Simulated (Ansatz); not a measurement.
```yaml
crystal:
  periodic: [false, false, false]
  atoms:
    - {symbol: C, position_ang: [-0.803441, 1.410150, 0.545498]}
    - {symbol: Zn, position_ang: [0.253507, -0.068021, -0.113338]}
    - {symbol: C, position_ang: [1.165914, -1.670956, -0.732674]}
    - {symbol: S, position_ang: [0.265362, -3.010217, -0.573254]}
    - {symbol: H, position_ang: [-1.247004, 1.968332, -0.282310]}
    - {symbol: H, position_ang: [-0.188815, 2.099755, 1.128509]}
    - {symbol: H, position_ang: [-1.612874, 1.050738, 1.184785]}
    - {symbol: H, position_ang: [2.167341, -1.779801, -1.157226]}
basis:
  gaussian: {orbitals: cc-pVTZ, nuclear_model: gaussian}
hamiltonian: {xc: {name: HF}}
correlation: {active_space: {window: {electrons: 6, orbitals: 2}}}
scf: {lower_state_search: light}
output: {forces: true}
```

```sh
$ ansatz run in.yaml --threads 4 --pin off --events-out ev --progress --plain --max-ram 10444MiB
```

Shortened log:

```
Functional definition: HF
1360 factors; integrals over basis functions are off by at most 1.0e-3 eV
mean field evaluation 1: about -61316.3600 eV, gradient 3.0e1 eV
mean field evaluation 2: about -61316.4853 eV, gradient 3.0e1 eV
mean field evaluation 4: about -61318.7759 eV, gradient 6.8e0 eV
mean field evaluation 8: about -61318.8409 eV, gradient 4.8e-1 eV
mean field -61318.84187407 eV, -2253.4258754682 hartree, gradient 2.6e-6 eV, S^2 0.000000; 0 other end points of the search recorded, 0 dependent functions left out
reference -61318.84187407 eV, -2253.4258754682 hartree; 31, 31 occupied and 187, 187 virtual orbitals, 1360 factors
Error: 6 electrons in 2 orbitals form no window around the highest filled level of the reference
```

In this input the active space doesn't fit the electrons. The run stopped with an error.
